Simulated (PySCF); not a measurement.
Excitation energy of Sn by level of theory

Sn [Kr] 4d10 5s2 5p2 (3P) → Sn [Kr] 4d10 5s1 5p2 5d1 (high-spin determinant), as a difference of total energies. Calculation: PySCF 2.14, in aug-cc-pwCVDZ-PP with ECP28MDF (6s5p4d1f, 48 functions); scalar relativity through the core potential. Correlated levels: valence and next inner shell: nothing frozen outside the core potential. The calculations carry no spin-orbit coupling.

| method | excitation energy (cm⁻¹) |
| --- | --- |
| UHF | 82029 |
| MP2 (valence and next inner shell) | 95300 |
| SCS-MP2 (valence and next inner shell) | 95813 |
| CCSD (valence and next inner shell) | 93434 |
| CCSD(T) (valence and next inner shell) | 93316 |

The upper state lies above the first ionisation limit, but in LS coupling its spin forbids autoionisation to the ground ion; at this Z spin-orbit coupling breaks that rule.

The promoted electron is Rydberg-like, and one or two diffuse shells describe it only roughly, which tends to raise the upper state.

The coupled-cluster amplitudes are large for the upper state (T1 above 0.03 or a double amplitude above 0.15), so a single reference is strained.

The determinant of the upper state mixes LS terms, which raises its energy above the lowest term, most at the Hartree-Fock and MP2 levels.
